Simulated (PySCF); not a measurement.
C₄H₄N, SMILES [c]1ccc[nH]1, doublet at its PBE0/def2-SVP optimised geometry (Å):

```
9

C      0.0599    -1.4929     0.0001
C     -1.0892    -0.7502     0.0003
C     -0.6391     0.6087     0.0000
C      0.7384     0.6087     0.0000
N      1.1562    -0.7032     0.0000
H     -2.1154    -1.1091     0.0006
H     -1.2752     1.4929     0.0000
H      1.4532     1.4289    -0.0002
H      2.1154    -1.0201    -0.0005
```

Method: unrestricted PBE0/def2-TZVP (PySCF 2.14.0). Cells within 0.4 Å of a nucleus heavier than hydrogen are left out (blank, or x).

Map of the electrostatic potential (hartree/e), clipped to [-0.08, 0.12] on the plane z = 0.0 Å:

```
|000000000000111111111111111|
|000000011111111111111111111|
|000001111111111111111111111|
|000011111111111111111111111|
|000011111111111111222111111|
|000111112221111122222211111|
|000111124542111234543222111|
|000111249995222489974322111|
|000011269999656999995322211|
|000011269999999999995322221|
|000001139999999999995332222|
|00000112799xx99xx9964333222|
|00001112799xx99xx9975433322|
|001111249999999999997644322|
|0111235999999999x9999964332|
|011137999xx99999xx999985432|
|1112499999x99999x9999995432|
|1112499999999xx999999985432|
|0111359999999xx999999964332|
|011122332249999996677654322|
|001111110014999743344433222|
|000000000001222222233332222|
|000000000000000011122222221|
|000000000000000001111222111|
|000000000000000001111111111|
|000000000000000000111111111|
|000000000000000000111111111|
```
Scale: ten equal steps from -0.012 (start of '0') to 0.120 (end of '9'), in the order '0123456789'; x runs from -4.50 to 4.50, y from -4.50 (bottom) to 4.50 (top).
